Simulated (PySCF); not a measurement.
Structure problem from calculated spectra and properties.

Elements present: C, H, N, P and Si. Monoisotopic mass: 91.0007 u.

- Polarisability: 76.6 au [CAM-B3LYP/def2-SVPD]
- UV, strongest line: among the 10 lowest singlet transitions: S2 at 6.42 eV (193 nm, f = 0.203) [TDDFT CAM-B3LYP/def2-SVPD]
- Rotational structure: rotational constants A, B, C: 9.733, 2.032, 1.839 GHz [PBE0-D3(BJ)/def2-SVP]
- 1H NMR: chemical shifts (computed TMS as zero) by class: 12.43 (1 H), 9.01 (1 H), 4.28 (2 H), 1.69 (2 H) ppm [GIAO PBE0/pcSseg-1]
- UV, first state: lowest singlet excitation: 4.29 eV (289 nm, f = 0.004) [TDDFT CAM-B3LYP/def2-SVPD]
- 13C NMR: chemical shifts (computed TMS as zero) by class: 193.2 (1 C) ppm [GIAO PBE0/pcSseg-1]
- Triplet: lowest triplet excitation (Tamm–Dancoff): 3.47 eV [TDA CAM-B3LYP/def2-SVPD]
- Valence photoelectron: vertical ionisation energy: 9.37 eV [ΔSCF CAM-B3LYP/def2-SVPD]
- NMR, other nuclei: isotropic shieldings of nuclei other than C and H, by class: -185 (1 N), 399 (1 Si), 597 (1 P) ppm [GIAO PBE0/pcSseg-1]
- Dipole: 1.35 D [CAM-B3LYP/def2-SVPD]

Electronic properties: PySCF, gas phase, density fitting. Levels stand in brackets. The structure is a single PBE0-D3(BJ)/def2-SVP conformer in the gas phase; no vibrational or solvent corrections. Each NMR value is the plain mean over a class of atoms that symmetry, rotation or inversion makes alike.

Task: Which formula fits the mass and the elements?

Result: CH6NPSi (calculated 91.0007). No other formula that holds each of these elements comes within 0.0003 u with a fitting electron parity and a possible valence count.

Task: What is the compound? Reason from the data.

Result: Numbering: `[H]/[N:1]=[CH:2]\[SiH2:3][PH2:4]`. The one carbon: C=N carbon [C2] (193.2 ppm). Hydrogen classes from least to most shielded: 1 H on a C=N nitrogen, N1 (12.43 ppm), 1 H on a C=N carbon, C2 (9.01 ppm), 2 H on an SiH2 silicon, Si3 (4.28 ppm), 2 H on a three-coordinate phosphorus, P4 (1.69 ppm). The other shieldings belong to: -185 ppm, C=N nitrogen [N1]; 399 ppm, SiH2 silicon [Si3]; 597 ppm, three-coordinate phosphorus [P4]. The first electron is taken from the HOMO, whose largest Löwdin shares are 0.33 on the C=N nitrogen, 0.26 on the three-coordinate phosphorus, 0.15 on the C=N carbon and 0.11 on the SiH2 silicon. The optimised geometry has point group C1 and is an asymmetric top. Structure: `[H]/N=C\[SiH2]P`. Computed isomers that give other values at the same levels: `C=N[SiH2]P` (13C chemical shifts (computed TMS as zero) by class: 176.5 (1 C) ppm). The assignments are read from this structure; whether some other isomer fits the data as well wasn't checked.

Conformer computed: `[H]/[N:1]=[CH:2]\[SiH2:3][PH2:4]`: N1–C2–Si3–P4 107°, H–P4–Si3–C2 52°, H–P4–Si3–C2 -42°.
